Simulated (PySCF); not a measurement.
C₄H₁₀N₂Si₂.
Atom-mapped SMILES: `[SiH3:1][CH2:2][c:3]1[cH:4][n:5][cH:6][n:7]1[SiH3:8]` (hydrogens: H9, H10, H11 on Si1; H12, H13 on C2; H14 on C4; H15 on C6; H16, H17, H18 on Si8)

The same species was optimised twice, with GFN2-xTB and with PBE0-D3(BJ)/def2-SVP (PySCF), and the same property calculations (PySCF, gas phase) were run on both structures.

| coordinate | GFN2-xTB | PBE0-D3(BJ)/def2-SVP | change |
| --- | --- | --- | --- |
| N7–Si8 (Å) | 1.747 | 1.776 | +0.029 |
| C3–C4 (Å) | 1.364 | 1.376 | +0.012 |
| Si1–C2 (Å) | 1.912 | 1.901 | -0.011 |
| C2–C3 (Å) | 1.480 | 1.490 | +0.010 |
| N5–C6 (Å) | 1.293 | 1.302 | +0.009 |
| C3–N7 (Å) | 1.381 | 1.389 | +0.008 |
| C6–N7 (Å) | 1.371 | 1.379 | +0.008 |
| C4–N5 (Å) | 1.366 | 1.369 | +0.003 |
| Si1–C2–C3 (°) | 110.7 | 112.3 | +1.6 |
| C2–C3–C4 (°) | 130.2 | 131.4 | +1.2 |
| C4–C3–N7 (°) | 106.3 | 105.3 | -1.0 |
| C3–N7–C6 (°) | 104.8 | 105.7 | +0.9 |
| C3–C4–N5 (°) | 110.3 | 110.9 | +0.6 |
| N5–C6–N7 (°) | 113.2 | 112.7 | -0.5 |
| C3–N7–Si8 (°) | 128.8 | 128.3 | -0.5 |
| C6–N7–Si8 (°) | 126.3 | 125.9 | -0.4 |
| Si1–C2–C3–C4 (°) | 84 | 86 | +2 |

Rotational constants: A = 1839, B = 1180, C = 799.3 MHz (GFN2-xTB) against A = 1807, B = 1166, C = 786.1 MHz (PBE0-D3(BJ)/def2-SVP). Point groups within 0.08 Å: C1 and C1.

On the GFN2-xTB structure: lowest singlet, TDDFT (eV) 5.71 [CAM-B3LYP/def2-SVPD]; isotropic polarisability (au) 109.1 [CAM-B3LYP/def2-SVPD]; HOMO (eV) -7.56 [CAM-B3LYP/def2-SVPD]; LUMO (eV) 0.79 [CAM-B3LYP/def2-SVPD]; dipole (D) 3.69 [CAM-B3LYP/def2-SVPD]; HOMO (eV) -6.31 [PBE0/pcSseg-1]; LUMO (eV) 0.02 [PBE0/pcSseg-1]; dipole (D) 3.63 [PBE0/pcSseg-1]; GIAO shielding of Si1 (ppm) 417.1 [PBE0/pcSseg-1]; GIAO shielding of C2 (ppm) 178.1 [PBE0/pcSseg-1]; GIAO shielding of C3 (ppm) 50.8 [PBE0/pcSseg-1]; GIAO shielding of C4 (ppm) 51.6 [PBE0/pcSseg-1]; GIAO shielding of N5 (ppm) -47.4 [PBE0/pcSseg-1]; GIAO shielding of C6 (ppm) 43.6 [PBE0/pcSseg-1]; GIAO shielding of N7 (ppm) 93.8 [PBE0/pcSseg-1]; GIAO shielding of Si8 (ppm) 408.0 [PBE0/pcSseg-1].

Problem. What do these properties become on the PBE0-D3(BJ)/def2-SVP structure?

Solution. 
| property | level | on GFN2-xTB | on PBE0-D3(BJ)/def2-SVP | change |
| --- | --- | --- | --- | --- |
| lowest singlet, TDDFT (eV) | CAM-B3LYP/def2-SVPD | 5.71 | 5.75 | +0.04 |
| isotropic polarisability (au) | CAM-B3LYP/def2-SVPD | 109.1 | 112.1 | +3.0 |
| HOMO (eV) | CAM-B3LYP/def2-SVPD | -7.56 | -7.61 | -0.05 |
| LUMO (eV) | CAM-B3LYP/def2-SVPD | 0.79 | 0.77 | -0.02 |
| dipole (D) | CAM-B3LYP/def2-SVPD | 3.69 | 3.65 | -0.04 |
| energy, GFN2-xTB geometry as zero (kcal/mol) | CAM-B3LYP/def2-SVPD | 0.0 | -1.9 | -1.9 |
| HOMO (eV) | PBE0/pcSseg-1 | -6.31 | -6.36 | -0.05 |
| LUMO (eV) | PBE0/pcSseg-1 | 0.02 | 0.01 | -0.01 |
| dipole (D) | PBE0/pcSseg-1 | 3.63 | 3.57 | -0.06 |
| energy, GFN2-xTB geometry as zero (kcal/mol) | PBE0/pcSseg-1 | 0.0 | -1.8 | -1.8 |
| GIAO shielding of Si1 (ppm) | PBE0/pcSseg-1 | 417.1 | 414.2 | -2.9 |
| GIAO shielding of C2 (ppm) | PBE0/pcSseg-1 | 178.1 | 176.9 | -1.2 |
| GIAO shielding of C3 (ppm) | PBE0/pcSseg-1 | 50.8 | 49.7 | -1.1 |
| GIAO shielding of C4 (ppm) | PBE0/pcSseg-1 | 51.6 | 49.2 | -2.4 |
| GIAO shielding of N5 (ppm) | PBE0/pcSseg-1 | -47.4 | -49.7 | -2.3 |
| GIAO shielding of C6 (ppm) | PBE0/pcSseg-1 | 43.6 | 40.9 | -2.7 |
| GIAO shielding of N7 (ppm) | PBE0/pcSseg-1 | 93.8 | 87.2 | -6.6 |
| GIAO shielding of Si8 (ppm) | PBE0/pcSseg-1 | 408.0 | 405.1 | -2.9 |

The heavy atoms differ by 0.031 Å rms after alignment. Among bonds between heavy atoms N7–Si8 changes most (+0.029 Å). Changes are differences of the printed values. Neither structure is proved a minimum here.

Shape of the structure used: `[SiH3:1][CH2:2][c:3]1[cH:4][n:5][cH:6][n:7]1[SiH3:8]`: Si1–C2–C3–C4 86°.
